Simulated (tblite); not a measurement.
Compound: C4H9AlBN.
SMILES with atom numbers: `[CH3:1][C:2]#[C:3][B:4]([CH3:5])[NH:6][AlH2:7]` (hydrogens: H8, H9, H10 on C1; H11, H12, H13 on C5; H14 on N6; H15, H16 on Al7)

Geometry (GFN2-xTB, Å), atoms numbered from 1 in this order:
```
atom  x, y, z in Å
C1     2.933    0.024    0.201
C2     1.493   -0.024    0.075
C3     0.293   -0.117   -0.107
B4    -1.224   -0.232   -0.392
C5    -1.777   -1.082   -1.608
N6    -1.967    0.502    0.551
Al7   -0.606    1.164    1.582
H8     3.280    1.052    0.098
H9     3.394   -0.587   -0.575
H10    3.237   -0.352    1.177
H11   -1.640   -2.146   -1.420
H12   -1.238   -0.859   -2.526
H13   -2.836   -0.917   -1.793
H14   -2.976    0.514    0.473
H15   -0.247    0.454    2.908
H16   -0.126    2.615    1.345
```

Computed values, GFN2-xTB/tblite, gas phase, harmonic and unscaled. Against measured fundamentals such values can be off by several per cent, at times by over 20. Modes of hydrogen on aluminium can be 10 to 20 % off. One conformer, not necessarily the lowest. The optimisation stopped once no atom felt more than 0.01 eV/Å.

Lowest wavenumbers of the output (negative numbers stand for imaginary wavenumbers):
```
mode    cm-1
  1     -58.0
  2      48.9
  3      60.9
  4      92.4
  5     122.6
  6     198.9
  7     262.6
  8     267.6
  9     305.3
 10     318.1
 11     407.3
 12     428.0
 13     463.0
 14     551.2
 15     592.2
```

Question: Is this structure a minimum?

Answer: Not by this Hessian. 1 mode is imaginary beyond 20i (58i cm⁻¹), so at this level the point lies at or near a first-order saddle. The curvature is small, so loose convergence or finite differences may be the whole cause.

Question: Which atoms move in the imaginary mode?

Answer: 58i: H8 (methyl hydrogen) 33 %, H9 (methyl hydrogen) 33 %, H10 (methyl hydrogen) 33 %. These are shares of the mass-weighted motion.

Question: What is the remedy?

Answer: Step along that mode in both directions, optimise again with tighter thresholds and repeat the frequencies. The zero-point energy of this point (72.3 kcal/mol) counts the 41 real modes alone, and thermal corrections from it aren't those of a minimum.
